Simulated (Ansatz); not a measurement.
Breaking the Mg1–H2 bond in BrHMg (SMILES [MgH][Br]) (multiplicity 1 held, fragments rigid). Energies count from the point at 1.681 Å.
Geometry at that point (charge 0, multiplicity 1):
```xyz
3

Mg     0.000     0.000    -1.677
H      0.000     0.000    -3.358
Br     0.000     0.000     0.671
```

U- levels take the lowest unrestricted solution at each point, which mixes spins at long bonds. Active spaces are followed from a long bond inwards. Levels need not reach the same state.

Cores are frozen in the correlated methods. Filled d and f shells under p-block atoms count as core.

Programs: Ansatz (an electronic-structure program) with Gaussian orbitals. Values without a source in brackets are computed.

What is the computed energy at R = 5.379 Å (FIC-MRCISD+Q on CASSCF(2,2)/def2-SVPD)?

287 kJ/mol

What is the computed energy at R = 5.379 Å (U-MP2/def2-SVPD)?

268 kJ/mol

Doubts at one or more of the structures used: a spin-contaminated determinant (U-MP2/def2-SVPD).
